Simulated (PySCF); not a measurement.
PySCF input for CH3ClGa, SMILES [CH3][Ga+][Cl], charge +1, r2SCAN-D4/def2-TZVP. The structure is a stationary point at r2SCAN-D4/def2-TZVP. The spin state was assumed, not searched. The isomer is the one that the SMILES or the coordinates give; other isomers of the formula were not compared.

```python
import numpy as np
from pyscf import gto, scf, dft, df
from pyscf.hessian import thermo

mol = gto.M(
    atom='''
    Ga   -0.00000000    0.00000000   -0.28855637
    C     0.00000000   -0.00000000   -2.19410219
    H     0.89928404   -0.51920188   -2.53008833
    H    -0.00000000    1.03840375   -2.53008834
    H    -0.89928403   -0.51920189   -2.53008834
    Cl    0.00000000   -0.00000000    1.74706620
    ''',
    basis='def2-TZVP',
    charge=1,
    spin=0,
    max_memory=1600,
    verbose=3,
)
mf = dft.RKS(mol, xc='r2scan').density_fit(auxbasis='def2-universal-jkfit')
mf.disp = 'd4'
mf.grids.level = 4
mf.conv_tol = 1e-11
mf.max_cycle = 100
mf.kernel()

# [left out here: the lines that compute and print the analytic Hessian (its translational invariance restored by hand, since the grid's response is missing), thermochemistry and intensities]
```

It prints:

```
converged SCF energy = -2424.69814386614

WARN: MGGA Hessian is sensitive to dft grids. grids.level 4 may not be dense enough.


WARN: DFTD4 does not support analytical Hessian, using finite difference.


WARN: Mole.unit (angstrom) is changed to Bohr

Mode                                 0                   1                   2
Irrep
Freq [cm^-1]                      121.4020            121.4114            463.1134
Reduced mass [au]                   4.8336              4.8337             10.8853
Force const [Dyne/A]                0.0420              0.0420              1.3755
Char temp [K]                     174.6704            174.6839            666.3171
Normal mode                   x     y     z       x     y     z       x     y     z
       0  Ga                -0.07 -0.00  0.00   -0.00  0.07 -0.00    0.00 -0.00  0.03
       1   C                 0.15  0.00 -0.00    0.00 -0.15  0.00   -0.00  0.00  0.15
       2   H                 0.21  0.00  0.14    0.00 -0.21  0.08   -0.01  0.00  0.13
       3   H                 0.21  0.00  0.00    0.00 -0.21 -0.17    0.00 -0.01  0.13
       4   H                 0.21  0.00 -0.14    0.00 -0.21  0.08    0.01  0.00  0.13
       5  Cl                 0.07  0.00  0.00    0.00 -0.07 -0.00   -0.00  0.00 -0.13
Mode                                 3                   4                   5
Irrep
Freq [cm^-1]                      642.3332            794.0012            794.0086
Reduced mass [au]                   7.1019              1.2000              1.2000
Force const [Dyne/A]                1.7264              0.4457              0.4457
Char temp [K]                     924.1744           1142.3909           1142.4017
Normal mode                   x     y     z       x     y     z       x     y     z
       0  Ga                 0.00 -0.00 -0.07   -0.01 -0.00 -0.00    0.00 -0.01  0.00
       1   C                -0.00  0.00  0.19    0.12  0.00  0.00   -0.00  0.12 -0.00
       2   H                -0.00  0.00  0.18   -0.15 -0.06 -0.59   -0.06 -0.22  0.34
       3   H                 0.00 -0.00  0.18   -0.25 -0.00 -0.00    0.00 -0.12 -0.68
       4   H                 0.00  0.00  0.18   -0.15  0.06  0.59    0.06 -0.22  0.34
       5  Cl                -0.00  0.00  0.06    0.00  0.00  0.00   -0.00  0.00  0.00
Mode                                 6                   7                   8
Irrep
Freq [cm^-1]                     1227.2428           1414.6927           1414.6958
Reduced mass [au]                   1.1707              1.0508              1.0508
Force const [Dyne/A]                1.0388              1.2391              1.2391
Char temp [K]                    1765.7291           2035.4278           2035.4323
Normal mode                   x     y     z       x     y     z       x     y     z
       0  Ga                -0.00 -0.00  0.00   -0.00 -0.00 -0.00   -0.00  0.00  0.00
       1   C                 0.00 -0.00  0.11   -0.06 -0.00 -0.00   -0.00  0.06  0.00
       2   H                -0.16  0.09 -0.50    0.07  0.37 -0.28   -0.37 -0.50 -0.16
       3   H                 0.00 -0.19 -0.50    0.71 -0.00 -0.00    0.00  0.15  0.32
       4   H                 0.16  0.09 -0.50    0.07 -0.37  0.28    0.37 -0.50 -0.16
       5  Cl                -0.00  0.00  0.00    0.00  0.00 -0.00    0.00 -0.00  0.00
Mode                                 9                  10                  11
Irrep
Freq [cm^-1]                     3045.3452           3159.1338           3159.1511
Reduced mass [au]                   1.0276              1.1052              1.1052
Force const [Dyne/A]                5.6150              6.4986              6.4987
Char temp [K]                    4381.5737           4545.2901           4545.3151
Normal mode                   x     y     z       x     y     z       x     y     z
       0  Ga                 0.00  0.00 -0.00    0.00 -0.00  0.00   -0.00 -0.00  0.00
       1   C                 0.00  0.00 -0.04    0.00 -0.09 -0.00   -0.09 -0.00 -0.00
       2   H                -0.47  0.27  0.17   -0.33  0.17  0.12    0.55 -0.33 -0.21
       3   H                 0.00 -0.54  0.17    0.00  0.73 -0.24   -0.02  0.00 -0.00
       4   H                 0.47  0.27  0.17    0.33  0.17  0.12    0.55  0.33  0.21
       5  Cl                -0.00 -0.00  0.00    0.00 -0.00 -0.00   -0.00 -0.00  0.00
temperature 298.1500 [K]
pressure 101325.00 [Pa]
Rotational constants [GHz] 154.98973 2.62794 2.62794
Symmetry number 3
Zero-point energy (ZPE) 0.03726 [Eh]   97833.782 [J/mol]
                           tot       elec      trans        rot        vib
Entropy [J/mol/K]       289.098      0.000    168.476     88.028     32.595
Cv [J/mol/K]             57.783      0.000     12.472     12.472     32.839
Cp [J/mol/K]             66.097      0.000     20.786     12.472     32.839
Internal energy [J/mol]                      3718.434   3718.434 103003.921
Internal energy [Eh]   -2424.65608  -2424.69814
Enthalpy [J/mol]                             6197.391   3718.434 103003.921
Enthalpy [Eh]          -2424.65514
Gibbs free energy [J/mol]                  -44033.590 -22527.107  93285.814
Gibbs free energy [Eh] -2424.68796
mode   freq/cm-1   IR/(km/mol)
   1      121.40         1.169
   2      121.41         1.169
   3      463.11        31.271
   4      642.33        15.745
   5      794.00        25.687
   6      794.01        25.687
   7     1227.24         3.599
   8     1414.69         6.569
   9     1414.70         6.570
  10     3045.35        28.033
  11     3159.13        18.843
  12     3159.15        18.844
max |gradient| / (hartree/bohr): 0.00032194017178110393
APT charges: [ 1.2027 -0.1494  0.0797  0.0797  0.0797 -0.3008]
```

The run converged.
